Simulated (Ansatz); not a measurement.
The cluster SnF₃⁻ (the lowest singlet isomer of a short search). Charge -1, multiplicity 1. Geometry PBE-D4/def2-TZVPD, basis def2-TZVPD, Ansatz.

```xyz
4

Sn   -0.0144   -0.3324    0.7088
F    -1.0160    1.4014    0.3485
F     1.7421    0.2564   -0.1327
F    -0.7117   -1.3254   -0.9245
```

```
run  HOMO (eV)  LUMO (eV)
  A      -1.60       3.79
  B      -2.48       3.95
  C      -2.67       4.24
  D      -2.08       3.62
  E      -4.66       5.43
```

In the def2 sets Sn takes a core potential; there is no spin–orbit coupling. HSE06 is defined as in plane-wave codes, on full-range PBE exchange. The structure comes from a short search, and lower isomers may exist.

**Question.** The runs used HSE06, PBE0, r2SCAN, r2SCAN0, ωB97X-V. Estimate which is which.

**Answer.** A r2SCAN (0 % exact exchange); B PBE0 (25 % exact exchange); C r2SCAN0 (25 % exact exchange); D HSE06 (range-separated); E ωB97X-V (range-separated). Exact exchange lowers occupied and raises empty levels; among semilocal functionals meta-GGAs tend to open the gap a little, and such runs are hard to tell apart. The gap grows from 5.39 eV (r2SCAN) to 10.09 eV (ωB97X-V).
